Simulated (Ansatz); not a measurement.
`C[SiH2][AlH][F]` + H₂Se → `[F][AlH][SeH]` + `C[SiH3]` at 400 K and 1 bar (cleavage of the Al–Si bond).

Gas-phase electronic energies from Ansatz, PBE0-D4/def2-TZVP geometries. CCSD(T)/CBS is the MP2 limit (def2-TZVPP, def2-QZVPP) plus CCSD(T) − MP2 in def2-TZVPP, frozen cores. This one scheme is used for every species. For Se outer-core shells are correlated without core-valence functions, which leaves a few kJ/mol of doubt a bond. Scalar relativity is left out up to krypton. One conformer a species, not always the lowest.

| species | CCSD(T)/CBS energy (Eh) | H − E (kJ/mol) | S (J/(mol·K)) |
| --- | --- | --- | --- |
| `C[SiH2][AlH][F]` | -672.62263 | 199.2 | 395.9 |
| H₂Se | -2401.89790 | 49.4 | 229.5 |
| `[F][AlH][SeH]` | -2743.83001 | 69.4 | 328.0 |
| `C[SiH3]` | -330.73916 | 180.9 | 277.1 |

H − E and S are ideal-gas, rigid-rotor, harmonic terms from PBE0-D4/def2-TZVP, for one conformer and one mirror image of each species. 1 Eh = 2625.50 kJ/mol, R = 8.31446 J/(mol·K).

**Question.** By hand: ΔE, ΔH, ΔS and ΔG.

**Answer.** ΔE = (-2743.83001) + (-330.73916) − (-672.62263) − (-2401.89790) = -0.04864 Eh = -127.7 kJ/mol. Δ(H − E) = 69.4 + 180.9 − 199.2 − 49.4 = 1.7, so ΔH = -126.0 kJ/mol. ΔS = 328.0 + 277.1 − 395.9 − 229.5 = -20.3 J/(mol·K). ΔG = -126.0 − 400 × (-20.3)/1000 = -117.9 kJ/mol.

**Question.** By hand: the equilibrium constant, and the temperature at which ΔG would vanish if ΔH and ΔS stayed fixed.

**Answer.** log₁₀ K = −ΔG/(RT ln 10) = 15.4. ΔG = 0 at ΔH/ΔS = 6207 K, far beyond where these terms or the molecules hold.

ΔH outweighs TΔS. A doubt of 5 kJ/mol in ΔE shifts log₁₀ K by 0.7 here. Other conformers and mirror images would add mixing entropy, several J/(mol·K) or more a flexible species. Modes under 60 cm⁻¹, often nearly free rotors, make the harmonic entropy too high. These are equilibria of isolated gas molecules and say nothing of rates. Largest T1 diagnostic: 0.012 (customary marks: 0.02 for closed shells, 0.045 for open ones).
